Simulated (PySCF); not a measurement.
## Relaxation of singlet MoO2F2

These are results of PySCF, PBE, basis Mo def2-SVP with ECP28, O def2-SVP, F def2-SVP (scalar-relativistic core potentials, no spin–orbit coupling, density fitting), not measurements. A (50,194) grid was used.

A hand-made square planar (ligand arrangement 1) start, of C2v symmetry, held to at least that symmetry:

```xyz
5
charge 0 multiplicity 1, angstrom
Mo   -0.0590   -0.0590    0.0000
O    -1.8390   -0.0590    0.0000
O    -0.0590   -1.8390    0.0000
F     1.9610   -0.0590    0.0000
F    -0.0590    1.9610    0.0000
```

(1) What forces act on the atoms at the start (eV/Å)?

(2) What does it relax to?

(3) How much energy is released, and in how many steps?

Answers

(1) 
```
atom     Fx     Fy    Fz
 Mo1  -2.73  -2.74  0.00
  O2   3.37   0.89  0.00
  O3   0.89   3.37  0.00
  F4  -1.95   0.43  0.00
  F5   0.43  -1.95  0.00
```

(2) It ends at C2v with Mo–F 1.934 Å (×2), Mo–O 1.698 Å (×2); F–Mo–F 79.3°, F–Mo–O 90.2° (×2), F–Mo–O 169.5° (×2), O–Mo–O 100.2°. A frequency run shows 2 imaginary modes, down to 276i cm⁻¹, so it is a higher-order saddle point. Other isomers or separated fragments may lie lower.

(3) 69.4 kJ/mol in 5 steps.

The relaxation took of the order of 29 core-seconds on a shared host.
